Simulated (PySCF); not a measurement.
trans-(1R,2R)-1-ethenyl-2-methylcyclopropane (C₆H₁₀), SMILES C=C[C@@H]1[C@H](C)C1.

The structure is a stationary point at B3LYP-D3(BJ)/def2-SVP. One conformer was computed; it need not be the lowest.

Computed with B3LYP-D3(BJ)/def2-SVP (PySCF).

Frequencies are harmonic and unscaled.

Question: Give all harmonic wavenumbers and intensities. (The exact figures need the calculation; the answer reports its results.)

Answer: 
```csv
mode,ν (cm⁻¹),IR (km/mol),moving atoms (share of kinetic energy)
1,81,0.2,"C 62 %, H 38 %"
2,190,0.2,"H 82 %, C 18 %"
3,220,0.4,"C 50 %, H 50 %"
4,267,0.0,"C 60 %, H 40 %"
5,359,0.4,"C 57 %, H 43 %"
6,437,5.2,"C 57 %, H 43 %"
7,546,0.4,"C 55 %, H 45 %"
8,676,6.9,"C 52 %, H 48 %"
9,766,4.7,"C 59 %, H 41 %"
10,804,9.1,"C 55 %, H 45 %"
11,854,2.4,"H 77 %, C 23 %"
12,920,6.1,"H 54 %, C 46 %"
13,932,29.4,"H 71 %, C 29 %"
14,940,8.6,"H 61 %, C 39 %"
15,1003,0.7,"H 61 %, C 39 %"
16,1027,9.3,"H 88 %, C 12 %"
17,1062,6.5,"H 75 %, C 25 %"
18,1085,9.5,"H 67 %, C 33 %"
19,1109,5.0,"H 64 %, C 36 %"
20,1111,0.8,"H 60 %, C 40 %"
21,1141,3.3,"H 65 %, C 35 %"
22,1189,4.5,"H 54 %, C 46 %"
23,1229,0.7,"H 68 %, C 32 %"
24,1314,0.5,"H 79 %, C 21 %"
25,1370,1.9,"H 73 %, C 27 %"
26,1394,0.6,"H 74 %, C 26 %"
27,1417,1.7,"H 67 %, C 33 %"
28,1438,6.2,"H 75 %, C 25 %"
29,1463,6.3,H 93 %
30,1469,5.4,H 95 %
31,1491,1.4,"H 55 %, C 45 %"
32,1716,17.9,"C 87 %, H 13 %"
33,3026,34.2,H 97 %
34,3096,22.2,"H 91 %, C 9 %"
35,3117,1.8,"H 92 %, C 8 %"
36,3120,1.6,H 93 %
37,3122,18.6,H 93 %
38,3128,17.3,H 93 %
39,3137,36.5,"H 92 %, C 8 %"
40,3142,1.9,H 93 %
41,3211,9.3,"H 89 %, C 11 %"
42,3231,11.5,"H 89 %, C 11 %"
```
